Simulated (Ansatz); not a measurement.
`C[N]([GeH3])[InH2]` and `C[N]([GeH3])[SiH2]O` differ in one atom or group.

Ansatz, PBE0-D4/def2-TZVP geometries, multiplicity 1. Each molecule was computed in one conformer, which needn't be the lowest.

Elements past krypton have def2 core potentials. Scalar relativity is left out up to krypton.

```
                             property  `C[N]([GeH3])[InH2]`
   HOMO energy (PBE0/def2-TZVPP) / eV                 -6.48
 HOMO–LUMO gap (PBE0/def2-TZVPP) / eV                  5.15
HOMO–LUMO gap (B3LYP/def2-TZVPP) / eV                  4.71
    LUMO energy (PBE/def2-TZVPP) / eV                 -2.01
LUMO energy (ωB97M-V/def2-TZVPP) / eV                  0.05
  HOMO energy (B3LYP/def2-TZVPP) / eV                 -6.30
```

Q: Give the same properties after the change, and the shifts. (An estimate is asked.)

A: Computed: 
```json
{"property": "HOMO energy (PBE0/def2-TZVPP) / eV", "`C[N]([GeH3])[SiH2]O`": "-7.01", "shift": "-0.53"}
{"property": "HOMO–LUMO gap (PBE0/def2-TZVPP) / eV", "`C[N]([GeH3])[SiH2]O`": "7.35", "shift": "2.20"}
{"property": "HOMO–LUMO gap (B3LYP/def2-TZVPP) / eV", "`C[N]([GeH3])[SiH2]O`": "6.87", "shift": "2.16"}
{"property": "LUMO energy (PBE/def2-TZVPP) / eV", "`C[N]([GeH3])[SiH2]O`": "-0.50", "shift": "1.51"}
{"property": "LUMO energy (ωB97M-V/def2-TZVPP) / eV", "`C[N]([GeH3])[SiH2]O`": "1.92", "shift": "1.87"}
{"property": "HOMO energy (B3LYP/def2-TZVPP) / eV", "`C[N]([GeH3])[SiH2]O`": "-6.79", "shift": "-0.49"}
```

With PBE0 the HOMO falls by 0.53 eV and the LUMO rises by 1.67 eV, so the gap widens by about 2.20 eV. PBE moves the HOMO by -0.37 eV and ωB97M-V by -0.59 eV.

B3LYP here is the variant with VWN-RPA as its local correlation; programs differ in this.
